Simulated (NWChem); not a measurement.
System: BH2OI; SMILES OBI

Output (shortened):

```
             Northwest Computational Chemistry Package (NWChem) 7.3.0
             --------------------------------------------------------

                             Geometry "geometry" -> ""
                             -------------------------

 Output coordinates in angstroms (scale by  1.889725989 to convert to a.u.)

  No.       Tag          Charge          X              Y              Z
 ---- ---------------- ---------- -------------- -------------- --------------
    1 B                    5.0000    -0.58213700     1.48799700     0.00000000
    2 H                    1.0000    -1.76135900     1.71716200     0.00000000
    3 I                   53.0000     0.06307000    -0.56655700     0.00000000
    4 O                    8.0000     0.29510800     2.49303500     0.00000000
    5 H                    1.0000     1.22099800     2.22041000     0.00000000

 Effective nuclear repulsion energy (a.u.)     183.0467963030

                                 NWChem DFT Module
                                 -----------------

 Summary of "ao basis" -> "ao basis" (spherical)
 ------------------------------------------------------------------------------
       Tag                 Description            Shells   Functions and Types
 ---------------- ------------------------------  ------  ---------------------
 B                         def2-svpd                 8       20   4s2p2d
 H                         def2-svpd                 4        8   2s2p
 I                         def2-svpd                13       35   5s5p3d
 O                         def2-svpd                 9       23   4s3p2d

            General Information
            -------------------
          SCF calculation type: DFT
          Wavefunction type:  closed shell.
          No. of atoms     :     5
          No. of electrons :    40
           Alpha electrons :    20
            Beta electrons :    20
          Charge           :     0
          Spin multiplicity:     1
          Use of symmetry is: off; symmetry adaption is: off
          Maximum number of iterations: 150
          AO basis - number of functions:    94
                     number of shells:    38
          Convergence on energy requested:  1.00D-06
          Convergence on density requested:  1.00D-05
          Convergence on gradient requested:  5.00D-04

              XC Information
              --------------
                     Hartree-Fock (Exact) Exchange  1.000
                   CAM-Becke88 Exchange Functional  1.000
                      VWN V Correlation Functional  0.190 local
              Lee-Yang-Parr Correlation Functional  0.810

           Range-Separation Parameters
           ---------------------------
           Alpha           :  0.19
           Beta            :  0.46
           Gamma           :  0.33
           Short-Range HF  :     F

             Grid Information
             ----------------
          Grid used for XC integration:  medium
          Radial quadrature: Mura-Knowles
          Angular quadrature: Lebedev.
          Tag              B.-S. Rad. Rad. Pts. Rad. Cut. Ang. Pts.
          ---              ---------- --------- --------- ---------
          B                   0.85       49          12.0       434
          H                   0.35       45          12.0       434
          I                   1.40      123          12.0       590
          O                   0.60       49          13.0       434
          Grid pruning is: on
          Number of quadrature shells:   311
          Spatial weights used:  Erf1

      Superposition of Atomic Density Guess
      -------------------------------------

 Sum of atomic energies:        -447.32364247

      Non-variational initial energy
      ------------------------------

 Total energy =    -397.743944
 1-e energy   =    -852.353636
 2-e energy   =     354.575343
 HOMO         =      -0.347588
 LUMO         =       0.020837

   convergence    iter        energy       DeltaE   RMS-Dens  Diis-err
 ---------------- ----- ----------------- --------- --------- ---------
 d= 0,ls=0.0,diis     1   -398.8783672299 -4.99D+02  1.28D-02  4.85D-01
 d= 0,ls=0.0,diis     2   -398.8876715070 -9.30D-03  5.71D-03  5.50D-01
 d= 0,ls=0.0,diis     3   -398.9410544387 -5.34D-02  1.33D-03  1.46D-02
 d= 0,ls=0.0,diis     4   -398.9423045586 -1.25D-03  4.54D-04  1.97D-03
 d= 0,ls=0.0,diis     5   -398.9425775854 -2.73D-04  1.33D-04  8.14D-05
  Resetting Diis
 d= 0,ls=0.0,diis     6   -398.9425931731 -1.56D-05  3.24D-05  3.05D-06
 d= 0,ls=0.0,diis     7   -398.9425939475 -7.74D-07  8.37D-06  1.73D-07

         Total DFT energy =     -398.942593947510
      One electron energy =     -854.449899546111
           Coulomb energy =      391.051253259981
    Exchange-Corr. energy =      -35.578296648615
 Nuclear repulsion energy =      100.034348987235

 Numeric. integr. density =       39.999999233560

                       DFT Final Molecular Orbital Analysis
                       ------------------------------------

 Vector   18  Occ=2.000000D+00  E=-3.859131D-01
              MO Center= -2.6D-01,  6.1D-01,  9.3D-09, r^2= 3.6D+00
   Bfn.  Coefficient  Atom+Function         Bfn.  Coefficient  Atom+Function
  ----- ------------  ---------------      ----- ------------  ---------------
    41      0.456400  3 I  py                44      0.325617  3 I  py
     6      0.259559  1 B  py                69      0.259711  4 O  py
    21     -0.230514  2 H  s                  5     -0.182948  1 B  px
    38     -0.183184  3 I  py                72      0.162331  4 O  py
    35     -0.148949  3 I  py                87     -0.123812  5 H  s

 Vector   19  Occ=2.000000D+00  E=-3.383144D-01
              MO Center=  4.0D-02, -3.6D-01, -3.2D-08, r^2= 2.4D+00
   Bfn.  Coefficient  Atom+Function         Bfn.  Coefficient  Atom+Function
  ----- ------------  ---------------      ----- ------------  ---------------
    42      0.600454  3 I  pz                45      0.490230  3 I  pz
    39     -0.241324  3 I  pz                36     -0.195567  3 I  pz
    70     -0.138421  4 O  pz                73     -0.101966  4 O  pz
     7     -0.072842  1 B  pz                10      0.054074  1 B  pz
    48      0.035524  3 I  pz                76     -0.025732  4 O  pz

 Vector   20  Occ=2.000000D+00  E=-3.307457D-01
              MO Center=  4.7D-02, -4.4D-01,  1.5D-09, r^2= 2.3D+00
   Bfn.  Coefficient  Atom+Function         Bfn.  Coefficient  Atom+Function
  ----- ------------  ---------------      ----- ------------  ---------------
    40      0.591215  3 I  px                43      0.493552  3 I  px
    37     -0.237472  3 I  px                34     -0.192271  3 I  px
    41      0.153410  3 I  py                44      0.141237  3 I  py
    67     -0.114812  4 O  s                 21      0.087704  2 H  s
    69      0.078388  4 O  py                 3      0.071588  1 B  s

 Vector   21  Occ=0.000000D+00  E= 7.005382D-03
              MO Center= -5.6D-01,  1.2D+00,  1.2D-08, r^2= 3.4D+00
   Bfn.  Coefficient  Atom+Function         Bfn.  Coefficient  Atom+Function
  ----- ------------  ---------------      ----- ------------  ---------------
     7      0.513477  1 B  pz                10     -0.432677  1 B  pz
    70      0.256225  4 O  pz                73      0.222564  4 O  pz
    45      0.211835  3 I  pz                60     -0.189440  3 I  d -1
    42      0.170581  3 I  pz                19     -0.163518  1 B  d  1
    55     -0.086346  3 I  d -1              94      0.077045  5 H  pz

 Vector   22  Occ=0.000000D+00  E= 2.193755D-02
              MO Center=  1.3D+00,  1.6D+00, -5.2D-08, r^2= 9.0D+00
   Bfn.  Coefficient  Atom+Function         Bfn.  Coefficient  Atom+Function
  ----- ------------  ---------------      ----- ------------  ---------------
     4      3.284293  1 B  s                 67     -2.932507  4 O  s
    74      1.189759  4 O  px                 9      0.741816  1 B  py
     8      0.710857  1 B  px                20     -0.671507  1 B  d  2
     3      0.603556  1 B  s                 22      0.577465  2 H  s
    46      0.568162  3 I  px                33     -0.540258  3 I  s

 Vector   23  Occ=0.000000D+00  E= 3.012018D-02
              MO Center=  5.6D-01, -1.9D+00,  2.9D-09, r^2= 9.0D+00
   Bfn.  Coefficient  Atom+Function         Bfn.  Coefficient  Atom+Function
  ----- ------------  ---------------      ----- ------------  ---------------
     4      1.541543  1 B  s                 47     -1.385130  3 I  py
    33     -0.791624  3 I  s                 46      0.426257  3 I  px
     9     -0.392953  1 B  py                88     -0.284493  5 H  s
    31     -0.274488  3 I  s                  8      0.272057  1 B  px
     6      0.262702  1 B  py                16      0.248600  1 B  d -2

     Multipole analysis of the density
     ---------------------------------

     L   x y z        total         alpha         beta         nuclear
     -   - - -        -----         -----         ----         -------
     0   0 0 0     -0.000000    -20.000000    -20.000000     40.000000

     1   1 0 0      0.383182     -0.268149     -0.268149      0.919480
     1   0 1 0      0.160791    -16.131480    -16.131480     32.423752
     1   0 0 1     -0.000000     -0.000000     -0.000000      0.000000

     2   2 0 0    -27.909733    -26.603210    -26.603210     25.296686
     2   1 1 0      1.430716      0.094199      0.094199      1.242319
     2   1 0 1     -0.000000     -0.000000     -0.000000      0.000000
     2   0 2 0    -30.266404   -152.076376   -152.076376    273.886349
     2   0 1 1      0.000000      0.000000      0.000000      0.000000
     2   0 0 2    -29.567406    -14.783703    -14.783703      0.000000

 *** CALLING NEW AORESP DRIVER FOR CLOSED AND OPEN SHELLS ***
 Entering AOResponse driver routine

--------------------------------------------------------------------------------

          -----------------------------------------------
          Solving response equations for perturbing field
          -----------------------------------------------

 number of frequencies:     1
 frequency in a.u.:  0.0000000E+00
 Perturbing field: electric
 Using El. Dipole Length Gauge

 Setting up CPKS with frequency omega =      0.00000000 a.u.

 STATIC response

                                NWChem CPHF Module
                                ------------------

  scftype          =     RHF
  nclosed          =       20
  nopen            =        0
  variables        =     1480
  # of vectors     =        3
  tolerance        = 0.10D-03
  level shift      = 0.00D+00
  max iterations   =       50
  max subspace     =       30

 SCF residual:    3.5008857095360956E-004

Iterative solution of linear equations
  No. of variables     1480
  No. of equations        3
  Maximum subspace       30
        Iterations       50
       Convergence  1.0D-04

   iter   nsub   residual    time
   ----  ------  --------  ---------
     1      3    2.37D+00      38.3
     2      6    1.32D+00      44.6
     3      9    5.51D-01      51.0
     4     12    3.41D-02      57.6
     5     15    5.68D-03      65.1
     6     18    1.67D-03      73.0
     7     21    3.15D-04      81.1
     8     24    6.80D-05      87.9

 Electric Dipole Response Matrix (nonzero elements):

              1        2        3
    1   51.4783  -2.2769  -0.0000
    2   -2.2768  66.2623   0.0000
    3   -0.0000   0.0000  44.2621

 ------------------------------------------
 average:        54.00088 + I       0.00000

 DFT Linear Response polarizability / au
 Frequency  =       0.0000000 / au
              X              Y              Z
 -----------------------------------------------
 X      51.4782602     -2.2769075     -0.0000003
 Y      -2.2768437     66.2623044      0.0000004
 Z      -0.0000003      0.0000004     44.2620795
 -----------------------------------------------
 Eigenvalues =      51.1355361     66.6050285     44.2620795
 Isotropic   =      54.0008814
 Anisotropic =      19.8211625
 -----------------------------------------------

 Magnetic Dipole Response Matrix (nonzero elements):

 Exiting AOResponse driver routine
```

Level: CAM-B3LYP/def2-SVPD with def2 effective core potentials on I. Coordinates come from a PBE0/def2-SVP optimisation. Not confirmed as a minimum by frequencies. def2 effective core potentials on I; no spin-orbit coupling.

Q: Reconstruct the input file.

A: This is not unique; one that fits is the input that was run:
```
start job
memory heap 200 mb stack 900 mb global 1100 mb
geometry units angstroms noautosym nocenter noautoz
  B     -0.582137     1.487997     0.000000
  H     -1.761359     1.717162     0.000000
  I      0.063070    -0.566557     0.000000
  O      0.295108     2.493035     0.000000
  H      1.220998     2.220410     0.000000
end
basis spherical
  * library def2-svpd
end
ecp
  I library def2-ecp
end
dft
  xc xcamb88 1.00 lyp 0.81 vwn_5 0.19 hfexch 1.00
  cam 0.33 cam_alpha 0.19 cam_beta 0.46
  iterations 150
end
property
  response 1 0.0
end
task dft property
```
